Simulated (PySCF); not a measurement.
Potential energy surface of H2Mg, singlet: symmetric bend, bond length relaxed. Scanned: H-Mg-H angle. Other coordinates (Mg-H bond length) were minimised at B3LYP/def2-TZVP.

Level of theory: PySCF with CCSD(T) on RHF/cc-pVTZ, 1 core orbital frozen.

Scanned values (°): 180, 170, 160, 150, 140, 130, 120, 110, 100, 90, 80, 70, 60.

Task: At which scan points does the profile have its minima and maxima, and how high do they lie?

Result: Lower than their neighbours: 180° (0.0 kcal/mol, end of the scan). Higher than their neighbours: 60° (71.6 kcal/mol, end of the scan). The whole profile spans 71.6 kcal/mol.
